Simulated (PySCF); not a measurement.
# How methods differ on the ionisation energy of Hg⁺

Hg⁺ [Xe] 4f14 5d10 6s1 (2S) → Hg²⁺ [Xe] 4f14 5d10 (1S), as a difference of total energies. Calculation: PySCF 2.14, in aug-cc-pwCVDZ-PP with ECP60MDF (6s6p5d3f, 70 functions); scalar relativity through the core potential. Correlated levels: valence: 5s2 5p6 frozen; valence and next inner shell: nothing frozen outside the core potential. The calculations carry no spin-orbit coupling.

| method | ionisation energy (eV) | error (eV) |
| --- | --- | --- |
| UHF | 17.120 | -1.637 |
| LDA | 19.524 | +0.767 |
| PBE | 19.110 | +0.353 |
| PBE0 | 18.785 | +0.028 |
| r2SCAN | 19.006 | +0.249 |
| BLYP | 19.120 | +0.363 |
| HSE06 | 18.809 | +0.052 |
| r2SCANh | 18.917 | +0.160 |
| B2PLYP | 18.740 | -0.017 |
| MP2 (valence) | 18.598 | -0.159 |
| SCS-MP2 (valence) | 18.403 | -0.354 |
| MP2 (valence and next inner shell) | 18.792 | +0.035 |
| SCS-MP2 (valence and next inner shell) | 18.539 | -0.218 |

Reference: 18.757 eV (measured; NIST Atomic Spectra Database, ionization energies).

Errors of the correlated levels include the incompleteness of this basis and the frozen core.
